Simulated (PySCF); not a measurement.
Species: C6H7NS.
SMILES with atom numbers: `[CH3:1][S:2][c:3]1[cH:4][cH:5][n:6][cH:7][cH:8]1`

NICS is the negative of the GIAO shielding at a point without a nucleus: at the ring centre (0) and 1 Å above and below it (1); zz is the component along the ring normal. Level: GIAO PBE0/pcSseg-1 (PySCF, non-relativistic, gas phase) on the PBE0-D3(BJ)/def2-SVP geometry, one conformer.

Ring bond lengths (Å), with Mayer bond orders in brackets: C3–C4 1.399 (1.32), C4–C5 1.395 (1.41), C5–N6 1.328 (1.49), N6–C7 1.333 (1.45), C7–C8 1.389 (1.44), C8–C3 1.403 (1.34).

Question: What do the NICS probes read (ppm)?

Answer: 
```tsv
ring	type	NICS(0)	NICS(1), two faces	NICS(1)zz, two faces	rms pucker (Å)	centre to ring atoms, mean (Å)
C3–C4–C5–N6–C7–C8	6-membered ring with N; formal bonds all aromatic	-6.7	-10.4 / -10.4	-25.4 / -25.4	0.00	1.37
```

Question: What can be read from them?

Answer: 
- C3–C4–C5–N6–C7–C8: mean NICS(1)zz -25.4 ppm, shielded. The ring is flat and has no four-coordinate atom; by the NICS criterion it is aromatic.

Question: And the bond-length index? Use HOMA with the parameters of Krygowski (1993).

Answer: 
- C3–C4–C5–N6–C7–C8: HOMA 0.98; the largest term is that of C8–C3, α(R − Ropt)² = 0.06. The geometric and the magnetic index point the same way.

Question: What field does 7.05 T along the ring normal induce along that normal at the second NICS(1) probe listed for ring C3–C4–C5–N6–C7–C8, 1 Å off the ring?

Answer: NICSzz × B0 = -25.4 ppm × 7.05 T = -179 μT, against the applied field.

Question: List the ring angles and the Hirshfeld charges of the ring atoms.

Answer: 
- C3–C4–C5–N6–C7–C8: C3 117.4° (-0.008 e), C4 118.5° (-0.072 e), C5 124.4° (+0.017 e), N6 116.8° (-0.174 e), C7 124.1° (+0.016 e), C8 118.8° (-0.068 e); sum 720.0° against 720° for a flat convex ring.

Question: How shielded are the nuclei of the rings and their hydrogens (means over atoms taken as equivalent)?

Answer: 
```csv
atoms,environment,σ isotropic (ppm),"principal values of the symmetric part, first atom (ppm)"
C3,substituted aromatic carbon,27.3,"-59.8, -17.2, 158.8"
C4 (×2),aromatic CH carbon,61.7,"-45.0, 61.8, 176.8"
C5 (×2),aromatic CH next to a ring nitrogen,29.4,"-81.5, 25.9, 141.6"
N6,pyridine-type nitrogen,-77.6,"-375.5, -160.7, 303.3"
H on C4 (×2),aromatic hydrogen,24.46,"20.6, 22.6, 30.9"
H on C5 (×2),aromatic hydrogen,22.74,"18.6, 22.3, 27.2"
```

Time: 26 s wall (with the writing of density and orbital grids); peak memory 1.2 GiB. Hardware: an Intel Xeon at 2.30 GHz with one thread, shared host. This is the whole shielding run at PBE0/pcSseg-1, SCF included.

The values belong to the conformer `[CH3:1][S:2][c:3]1[cH:4][cH:5][n:6][cH:7][cH:8]1`: C1–S2–C3–C4 -1°.
